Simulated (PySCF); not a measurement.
A TDDFT job was run through a driver script with this input:

```
{"job": {"kind": "uv", "xc": "CAM-B3LYP", "basis": "def2-SVPD", "nstates": 8, "ntriplets": 3}, "charge": 0, "multiplicity": 1}
O     -3.241405     1.276462    -0.190548
C     -2.177267     0.752224    -0.059218
C     -1.359749    -0.229222    -0.811556
C     -0.360215    -0.251617     0.111406
C      0.947280    -0.912542     0.253224
B      2.184554    -0.024119    -0.215804
Br     1.980636     1.317818    -1.476714
C     -1.030411     0.768240     0.980631
O     -0.745201     1.334126     1.993308
H     -1.511232    -0.735153    -1.747367
H      1.085697    -1.205714     1.297527
H      0.966872    -1.831579    -0.345589
H      3.256052    -0.258437     0.192972
```

The calculation used TDDFT CAM-B3LYP/def2-SVPD, vertical, gas phase, core orbitals frozen in the response (PySCF 2.14.0, density-fitted response routines). Job line and output are in the format of a driver script around the code.

Question: Give the output.

Answer: 
```
coarse grid: 58664 points
cycle   1  E = -2941.4677630303  dE =  8.730e-01  |g| = 1.139e+00  |ddm| = 7.254e+00
cycle   2  E = -2940.6600402427  dE =  8.077e-01  |g| = 2.392e+00  |ddm| = 4.560e+00
cycle   3  E = -2941.7487916208  dE = -1.089e+00  |g| = 1.010e-01  |ddm| = 3.356e+00
cycle   4  E = -2941.7508414987  dE = -2.050e-03  |g| = 6.004e-02  |ddm| = 3.143e-01
cycle   5  E = -2941.7518195253  dE = -9.780e-04  |g| = 1.466e-02  |ddm| = 1.479e-01
cycle   6  E = -2941.7518831495  dE = -6.362e-05  |g| = 5.425e-03  |ddm| = 4.296e-02
cycle   7  E = -2941.7518931120  dE = -9.963e-06  |g| = 1.569e-03  |ddm| = 2.141e-02
final grid: 124232 points
cycle   8  E = -2941.7518671022  dE = -4.512e-07  |g| = 1.753e-03  |ddm| = 8.621e-03
cycle   9  E = -2941.7518662695  dE =  8.327e-07  |g| = 2.849e-03  |ddm| = 6.306e-03
cycle  10  E = -2941.7518678423  dE = -1.573e-06  |g| = 2.747e-04  |ddm| = 3.805e-03
cycle  11  E = -2941.7518678623  dE = -1.995e-08  |g| = 1.296e-04  |ddm| = 6.056e-04
cycle  12  E = -2941.7518678684  dE = -6.140e-09  |g| = 5.391e-05  |ddm| = 5.354e-04
cycle  13  E = -2941.7518678694  dE = -9.941e-10  |g| = 7.757e-06  |ddm| = 1.989e-04
converged SCF energy = -2941.7518678694

Static polarisability (au): isotropic 94.083, principal 80.457 89.104 112.689

Singlet excitations
state   eV       nm        f      main configurations
  1   3.5384    350.4   0.00008   H->L 0.45, H->L+1 0.36, H->L+2 0.14
  2   3.7537    330.3   0.00002   H->L+2 0.76, H->L 0.18
  3   4.9963    248.2   0.00083   H-2->L 0.34, H-1->L 0.24, H-2->L+1 0.23
  4   5.4153    229.0   0.00821   H->L+1 0.55, H->L 0.34
  5   5.7028    217.4   0.00041   H-3->L+2 0.44, H-3->L+1 0.24, H-3->L 0.19
  6   5.9314    209.0   0.11406   H-1->L 0.61, H-2->L 0.32
  7   6.0156    206.1   0.00023   H-3->L 0.40, H-3->L+2 0.37, H-3->L+1 0.08
  8   6.2760    197.6   0.07391   H-1->L+1 0.64, H-2->L+1 0.16

Triplet excitations (Tamm-Dancoff, eV): 3.1005 3.3396 3.8782
```

The structure is a single GFN2-xTB conformer in the gas phase; no vibrational or solvent corrections. The CAM-B3LYP/def2-SVPD calculation is non-relativistic and has no spin–orbit coupling, an omission that weighs most on bromine.

The SCF starts on a coarse grid; the energy jumps when the final grid takes over, and dE counts afresh there. H and L stand for HOMO and LUMO.

Shape of the structure used: `[O:1]=[c:2]1[cH:3][c:4]([CH2:5][BH:6][Br:7])[c:8]1=[O:9]`: C3–C4–C5–B6 96°, C4–C5–B6–Br7 -26°.
